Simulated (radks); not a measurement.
Results of a calculation; reference values are marked as such.
All-electron atom: the phosphorus anion P3- in [Ar]. Level of theory: non-relativistic Kohn-Sham, PBE, spin-polarised, spherical densities, point nucleus; Watson sphere of charge +3 and radius 4.19 bohr (a radial shooting solver on a logarithmic mesh with Libxc functionals). Some entries of the table are withheld. Estimate them.

orbital  occ.  eigenvalue (hartree)  <r> (bohr)
1s          2             -76.21236      0.1040
2s          2              -6.21628      0.5217
2p          6              -4.43161         (1)
3s          2              -0.41022         (2)
3p          6              -0.15216       3.097

Answer. 
(1) 2p <r> (bohr): 0.4859
(2) 3s <r> (bohr): 2.077
